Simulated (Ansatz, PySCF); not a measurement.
CHCl, SMILES [CH]Cl (connectivity only; charge and spin as stated), neutral, multiplicity 1.

Geometry: ωB97X-D3(BJ)/def2-TZVPD. The isomer is the one that the SMILES or the coordinates give; other isomers of the formula were not compared.

Two levels are set side by side: PBE/def2-TZVPD (Ansatz, a program for electronic structure) and EOM-CCSD/aug-cc-pVDZ (PySCF). PBE by ΔSCF, the other level by its IP root; same geometry, the bases differ. Differences are taken from unrounded values.

```csv
quantity,EOM-CCSD,PBE,PBE minus EOM-CCSD
vertical ionisation energy (eV),9.68,9.54,-0.14
```

On these quantities the two levels nearly agree.
